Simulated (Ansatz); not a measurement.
Born–Oppenheimer molecular dynamics of C2H10N2Si2 (16 atoms, charge 0, multiplicity 1). It starts at the highest image of a converged band. Of that band: Neighbouring images differ by up to 1.9 eV, so the band resolves the path poorly. A vibrational analysis at the climbing image gives one clearly imaginary mode, 1222i cm⁻¹: a first-order saddle point.

Level of theory: RKS LDA/6-31G in Ansatz 0.2.0.

```yaml
ensemble: NVE (velocity Verlet)
time_step: 0.5 fs
steps_asked: 200
starting_velocities_drawn_for: 100 K
seed: 7688
```

Frames 1 fs apart, positions in Å, forces in eV/Å.

Velocities at 20.0 fs (Å/ps):

```
N -1.75 -1.44 5.94
Si 0.18 3.52 3.48
C 2.39 0.21 -0.80
N 0.09 -1.53 -2.49
C -2.49 2.19 0.11
Si 0.48 -1.06 -0.70
H 14.80 0.54 1.60
H -4.61 0.68 -15.62
H -20.43 -64.30 -101.64
H 5.49 7.21 11.64
H 8.64 -5.29 1.70
H 13.11 0.64 -12.35
H -2.75 -1.14 5.19
H -0.14 -1.01 -3.00
H -0.82 5.76 -5.83
H -7.36 1.20 1.21
```

```xyz
16
Properties=species:S:1:pos:R:3:forces:R:3 time_fs=20.0 energy_less_start_eV=-0.752 T=514
N -0.599 -1.976 0.600 -0.65 -0.17 0.08
Si -0.097 -0.375 1.589 -0.45 2.21 1.82
C 1.413 -0.123 0.407 -0.47 -0.44 -0.68
N 0.823 0.006 -0.914 -0.12 -0.54 -1.14
C -0.019 1.186 -1.157 -0.27 -0.46 -0.12
Si -1.299 1.269 0.312 0.13 -1.13 -0.32
H -0.132 -1.923 -0.332 0.22 0.01 0.04
H -1.575 -2.277 0.608 -0.28 0.21 -0.41
H -0.210 -2.244 1.536 0.74 -1.73 -0.41
H 2.018 -1.060 0.480 0.11 0.46 -0.16
H 1.986 0.763 0.706 0.51 0.24 0.33
H 1.404 -0.246 -1.734 0.02 0.17 0.42
H -0.528 1.119 -2.149 0.21 -0.11 0.31
H 0.559 2.127 -1.149 0.19 0.34 0.03
H -2.712 0.764 -0.029 0.21 0.13 -0.14
H -1.405 2.651 0.796 -0.11 0.83 0.34
16
Properties=species:S:1:pos:R:3:forces:R:3 time_fs=21.0 energy_less_start_eV=-0.857 T=573
N -0.601 -1.977 0.606 -1.58 0.84 -2.60
Si -0.097 -0.371 1.592 -0.42 2.01 1.92
C 1.415 -0.123 0.406 -0.53 -0.23 -0.64
N 0.823 0.004 -0.916 0.13 -0.65 -1.37
C -0.021 1.188 -1.157 -0.11 -0.50 -0.04
Si -1.298 1.267 0.311 0.13 -1.01 -0.28
H -0.117 -1.922 -0.330 -0.05 0.07 0.34
H -1.581 -2.276 0.590 -0.20 0.34 -0.44
H -0.226 -2.318 1.435 1.88 -2.71 2.01
H 2.024 -1.051 0.490 0.15 0.29 -0.21
H 1.997 0.759 0.710 0.41 0.22 0.28
H 1.417 -0.244 -1.744 -0.23 0.31 0.72
H -0.530 1.117 -2.142 0.14 -0.11 0.14
H 0.560 2.128 -1.152 0.17 0.31 0.03
H -2.712 0.770 -0.036 0.19 0.12 -0.15
H -1.413 2.656 0.799 -0.08 0.69 0.30
16
Properties=species:S:1:pos:R:3:forces:R:3 time_fs=22.0 energy_less_start_eV=-0.992 T=650
N -0.604 -1.978 0.610 -1.94 1.77 -3.81
Si -0.097 -0.367 1.597 -0.38 1.55 1.93
C 1.417 -0.123 0.405 -0.53 0.12 -0.54
N 0.823 0.002 -0.920 0.23 -0.64 -1.31
C -0.024 1.189 -1.157 0.15 -0.45 0.09
Si -1.298 1.266 0.311 0.12 -0.76 -0.20
H -0.102 -1.921 -0.325 -0.32 0.18 0.40
H -1.589 -2.271 0.569 -0.09 0.46 -0.41
H -0.224 -2.417 1.352 2.43 -3.39 3.14
H 2.031 -1.039 0.499 0.19 0.08 -0.25
H 2.012 0.757 0.716 0.23 0.11 0.17
H 1.428 -0.240 -1.747 -0.32 0.36 0.78
H -0.530 1.115 -2.135 0.03 -0.10 -0.08
H 0.562 2.131 -1.154 0.10 0.19 0.03
H -2.710 0.778 -0.044 0.15 0.10 -0.16
H -1.422 2.667 0.804 -0.05 0.42 0.21
16
Properties=species:S:1:pos:R:3:forces:R:3 time_fs=23.0 energy_less_start_eV=-1.325 T=829
N -0.608 -1.978 0.612 -0.64 0.64 -1.84
Si -0.097 -0.361 1.602 -0.29 1.07 1.94
C 1.419 -0.123 0.403 -0.47 0.50 -0.40
N 0.823 -0.001 -0.925 0.18 -0.51 -1.00
C -0.026 1.190 -1.157 0.43 -0.35 0.21
Si -1.297 1.264 0.310 0.11 -0.44 -0.10
H -0.089 -1.918 -0.316 -0.49 0.31 0.22
H -1.598 -2.261 0.543 0.00 0.49 -0.32
H -0.200 -2.548 1.298 1.20 -1.95 1.26
H 2.040 -1.026 0.506 0.22 -0.14 -0.27
H 2.029 0.756 0.723 -0.01 -0.05 0.02
H 1.435 -0.232 -1.743 -0.25 0.32 0.60
H -0.530 1.111 -2.127 -0.07 -0.09 -0.28
H 0.566 2.137 -1.156 -0.01 0.02 0.03
H -2.706 0.786 -0.053 0.09 0.08 -0.18
H -1.431 2.683 0.812 0.00 0.09 0.10
16
Properties=species:S:1:pos:R:3:forces:R:3 time_fs=24.0 energy_less_start_eV=-1.461 T=903
N -0.613 -1.977 0.612 1.00 -1.64 0.35
Si -0.097 -0.356 1.608 -0.16 0.67 1.97
C 1.420 -0.123 0.400 -0.38 0.75 -0.24
N 0.824 -0.004 -0.930 -0.02 -0.30 -0.48
C -0.029 1.191 -1.157 0.66 -0.25 0.25
Si -1.296 1.262 0.309 0.10 -0.13 0.00
H -0.082 -1.911 -0.305 -0.54 0.45 -0.07
H -1.606 -2.247 0.514 0.09 0.45 -0.19
H -0.164 -2.696 1.256 -0.50 0.63 -0.80
H 2.052 -1.015 0.509 0.20 -0.28 -0.29
H 2.046 0.754 0.731 -0.24 -0.18 -0.12
H 1.441 -0.221 -1.733 -0.03 0.22 0.21
H -0.531 1.107 -2.123 -0.14 -0.06 -0.40
H 0.569 2.142 -1.158 -0.12 -0.16 0.03
H -2.702 0.796 -0.064 0.02 0.05 -0.19
H -1.440 2.699 0.821 0.05 -0.22 -0.01
16
Properties=species:S:1:pos:R:3:forces:R:3 time_fs=25.0 energy_less_start_eV=-1.273 T=802
N -0.617 -1.977 0.613 1.87 -3.22 1.16
Si -0.098 -0.350 1.614 -0.01 0.36 1.99
C 1.420 -0.122 0.398 -0.27 0.82 -0.10
N 0.824 -0.007 -0.936 -0.30 -0.06 0.12
C -0.030 1.192 -1.156 0.78 -0.21 0.16
Si -1.296 1.260 0.308 0.09 0.12 0.06
H -0.080 -1.901 -0.294 -0.48 0.55 -0.32
H -1.614 -2.228 0.484 0.17 0.35 -0.05
H -0.133 -2.839 1.207 -1.53 2.51 -1.54
H 2.065 -1.006 0.510 0.11 -0.32 -0.31
H 2.060 0.751 0.737 -0.41 -0.23 -0.23
H 1.446 -0.208 -1.721 0.28 0.10 -0.27
H -0.533 1.101 -2.122 -0.14 -0.02 -0.39
H 0.571 2.146 -1.160 -0.19 -0.28 0.02
H -2.698 0.805 -0.077 -0.04 0.02 -0.20
H -1.448 2.713 0.829 0.09 -0.48 -0.10
16
Properties=species:S:1:pos:R:3:forces:R:3 time_fs=26.0 energy_less_start_eV=-1.001 T=654
N -0.620 -1.980 0.614 2.10 -3.92 1.09
Si -0.098 -0.344 1.621 0.13 0.12 1.99
C 1.421 -0.120 0.395 -0.16 0.70 0.02
N 0.824 -0.010 -0.942 -0.53 0.12 0.61
C -0.031 1.193 -1.156 0.77 -0.24 -0.04
Si -1.295 1.258 0.307 0.06 0.29 0.09
H -0.082 -1.886 -0.287 -0.38 0.62 -0.48
H -1.620 -2.207 0.453 0.23 0.25 0.09
H -0.116 -2.958 1.143 -1.94 3.48 -1.49
H 2.079 -1.000 0.508 -0.04 -0.27 -0.32
H 2.071 0.746 0.741 -0.51 -0.20 -0.31
H 1.454 -0.194 -1.712 0.52 0.01 -0.65
H -0.536 1.096 -2.126 -0.07 0.03 -0.25
H 0.571 2.147 -1.161 -0.21 -0.33 0.01
H -2.694 0.815 -0.092 -0.09 0.01 -0.21
H -1.456 2.723 0.837 0.13 -0.66 -0.16
16
Properties=species:S:1:pos:R:3:forces:R:3 time_fs=27.0 energy_less_start_eV=-0.832 T=561
N -0.622 -1.985 0.616 2.03 -4.12 0.62
Si -0.098 -0.339 1.629 0.26 -0.09 1.96
C 1.421 -0.118 0.393 -0.07 0.42 0.10
N 0.824 -0.013 -0.947 -0.55 0.21 0.79
C -0.032 1.193 -1.155 0.65 -0.34 -0.31
Si -1.294 1.256 0.306 0.01 0.37 0.09
H -0.088 -1.864 -0.284 -0.29 0.66 -0.51
H -1.624 -2.183 0.423 0.27 0.16 0.22
H -0.118 -3.045 1.066 -2.02 3.93 -1.14
H 2.093 -0.997 0.503 -0.23 -0.16 -0.33
H 2.077 0.738 0.743 -0.51 -0.07 -0.33
H 1.466 -0.179 -1.709 0.55 -0.01 -0.74
H -0.540 1.091 -2.131 0.02 0.08 -0.04
H 0.570 2.146 -1.163 -0.17 -0.29 0.00
H -2.691 0.825 -0.109 -0.11 -0.01 -0.20
H -1.462 2.727 0.843 0.16 -0.76 -0.19
16
Properties=species:S:1:pos:R:3:forces:R:3 time_fs=28.0 energy_less_start_eV=-0.832 T=561
N -0.622 -1.993 0.618 1.85 -4.07 -0.07
Si -0.099 -0.333 1.638 0.37 -0.28 1.89
C 1.421 -0.116 0.390 -0.04 0.08 0.13
N 0.824 -0.016 -0.952 -0.32 0.21 0.63
C -0.032 1.193 -1.155 0.47 -0.49 -0.56
Si -1.294 1.254 0.305 -0.05 0.37 0.05
H -0.096 -1.836 -0.286 -0.23 0.69 -0.41
H -1.626 -2.157 0.395 0.28 0.10 0.33
H -0.139 -3.094 0.978 -1.92 4.09 -0.67
H 2.105 -0.995 0.495 -0.40 -0.04 -0.31
H 2.078 0.731 0.741 -0.44 0.12 -0.31
H 1.484 -0.165 -1.712 0.31 0.04 -0.49
H -0.544 1.087 -2.137 0.12 0.13 0.17
H 0.566 2.141 -1.164 -0.09 -0.17 -0.01
H -2.688 0.835 -0.128 -0.10 -0.02 -0.18
H -1.467 2.723 0.847 0.18 -0.76 -0.19
16
Properties=species:S:1:pos:R:3:forces:R:3 time_fs=29.0 energy_less_start_eV=-0.991 T=648
N -0.621 -2.004 0.620 1.57 -3.73 -0.95
Si -0.099 -0.327 1.647 0.47 -0.44 1.81
C 1.421 -0.113 0.388 -0.09 -0.26 0.10
N 0.823 -0.019 -0.956 0.05 0.16 0.30
C -0.031 1.193 -1.155 0.28 -0.64 -0.73
Si -1.293 1.252 0.304 -0.12 0.28 -0.03
H -0.107 -1.802 -0.292 -0.20 0.69 -0.20
H -1.625 -2.130 0.370 0.24 0.08 0.44
H -0.178 -3.103 0.883 -1.64 3.91 -0.12
H 2.113 -0.994 0.484 -0.51 0.05 -0.27
H 2.075 0.724 0.736 -0.30 0.35 -0.25
H 1.505 -0.151 -1.720 -0.08 0.10 -0.08
H -0.547 1.084 -2.141 0.18 0.16 0.31
H 0.562 2.135 -1.165 0.04 0.00 -0.01
H -2.687 0.845 -0.149 -0.07 -0.03 -0.14
H -1.471 2.712 0.850 0.19 -0.68 -0.17
16
Properties=species:S:1:pos:R:3:forces:R:3 time_fs=30.0 energy_less_start_eV=-1.230 T=778
N -0.618 -2.018 0.622 1.02 -2.65 -1.98
Si -0.099 -0.322 1.657 0.56 -0.58 1.70
C 1.422 -0.111 0.385 -0.21 -0.52 0.04
N 0.822 -0.022 -0.960 0.38 0.13 -0.02
C -0.031 1.192 -1.156 0.12 -0.77 -0.79
Si -1.292 1.251 0.303 -0.18 0.10 -0.14
H -0.120 -1.761 -0.300 -0.18 0.65 0.08
H -1.621 -2.103 0.350 0.16 0.09 0.53
H -0.233 -3.076 0.787 -1.04 2.99 0.53
H 2.116 -0.992 0.470 -0.55 0.08 -0.21
H 2.070 0.721 0.729 -0.15 0.56 -0.18
H 1.525 -0.135 -1.730 -0.45 0.12 0.31
H -0.548 1.083 -2.142 0.18 0.17 0.36
H 0.558 2.129 -1.166 0.16 0.16 -0.02
H -2.687 0.854 -0.171 -0.02 -0.03 -0.10
H -1.472 2.694 0.851 0.18 -0.50 -0.11
16
Properties=species:S:1:pos:R:3:forces:R:3 time_fs=31.0 energy_less_start_eV=-1.354 T=844
N -0.615 -2.033 0.622 -0.04 0.07 -3.03
Si -0.098 -0.316 1.667 0.63 -0.71 1.58
C 1.422 -0.109 0.383 -0.36 -0.63 -0.03
N 0.822 -0.025 -0.964 0.56 0.14 -0.20
C -0.030 1.191 -1.157 0.05 -0.81 -0.72
Si -1.292 1.249 0.302 -0.23 -0.15 -0.28
H -0.135 -1.714 -0.306 -0.13 0.54 0.37
H -1.616 -2.074 0.334 0.06 0.15 0.62
H -0.297 -3.022 0.696 0.09 0.45 1.19
H 2.114 -0.989 0.455 -0.49 0.05 -0.12
H 2.062 0.723 0.720 -0.03 0.68 -0.13
H 1.541 -0.119 -1.736 -0.69 0.09 0.55
H -0.547 1.083 -2.140 0.13 0.16 0.28
H 0.556 2.125 -1.168 0.25 0.26 -0.02
H -2.687 0.863 -0.194 0.04 -0.04 -0.05
H -1.472 2.672 0.851 0.16 -0.25 -0.03
```

Of the whole run (100 fs, mean temperature of the second half 626 K): The conserved energy stayed within 0.59 meV per atom of its start (net change 0.1 meV per atom), so the integration is sound. The system heated up, since it started high on the potential surface and ran downhill. A run of 0.1 ps of so small a system gives no equilibrium averages. The orbitals stay closed-shell, which can raise the energy where a bond breaks towards radicals; this wasn't checked here. Limits of this set-up: no polarisation functions.

Run time: 6.1 min on 2 threads of Intel(R) Xeon(R) Platinum 8488C (Sapphire Rapids), on a shared host, peak memory 0.17 GiB.
